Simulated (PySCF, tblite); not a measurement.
Energy landscape of BF2, doublet: symmetric bend, bond length relaxed. Scanned: F-B-F angle. Other coordinates (B-F bond length) were minimised at B3LYP/def2-TZVP.

Cartesian coordinates as functions of the variables (Å; names that start with a are angles):
```
B  0  0  0
F  r*sin(a/2)  0  r*cos(a/2)
F  -r*sin(a/2)  0  r*cos(a/2)
```

Methods: UHF/cc-pVTZ (PySCF); GFN2-xTB, 300 K electronic temperature (tblite); PBE0 = unrestricted PBE0/cc-pVTZ (PySCF); wB97X-V = PySCF with unrestricted wB97X-V/cc-pVTZ; CCSD on UHF/cc-pVTZ, 3 core orbitals frozen (PySCF); CCSD(T) on UHF/cc-pVTZ, 3 core orbitals frozen (PySCF).

Energies in eV, each method relative to its own lowest point.

| a / ° | UHF | GFN2-xTB | PBE0 | wB97X-V | CCSD | CCSD(T) |
|---|---|---|---|---|---|---|
| 180 | 3.094 | 2.036 | — | — | — | — |
| 170 | 2.274 | 1.842 | 1.901 | 1.908 | 1.999 | 1.952 |
| 160 | 1.509 | 1.404 | 1.273 | 1.280 | 1.330 | 1.303 |
| 150 | 0.879 | 0.933 | 0.739 | 0.744 | 0.769 | 0.753 |
| 140 | 0.403 | 0.518 | 0.333 | 0.337 | 0.344 | 0.337 |
| 130 | 0.101 | 0.203 | 0.078 | 0.080 | 0.079 | 0.077 |
| 120 | 0.000 | 0.017 | 0.000 | 0.000 | 0.000 | 0.000 |
| 110 | 0.145 | 0.000 | 0.140 | 0.136 | 0.148 | 0.146 |
| 100 | 0.612 | 0.217 | 0.567 | 0.556 | 0.591 | 0.582 |
| 90 | 1.523 | 0.776 | 1.391 | 1.370 | 1.440 | 1.417 |

Dashes: no converged value, or the column stops at the first point that the program doubted or that broke a chosen test of continuity, which isn't proof of a fault.

The scan ran from 180.0 to 80.0; beyond the range shown the relaxed coordinates jump or full CI changes its symmetry label.
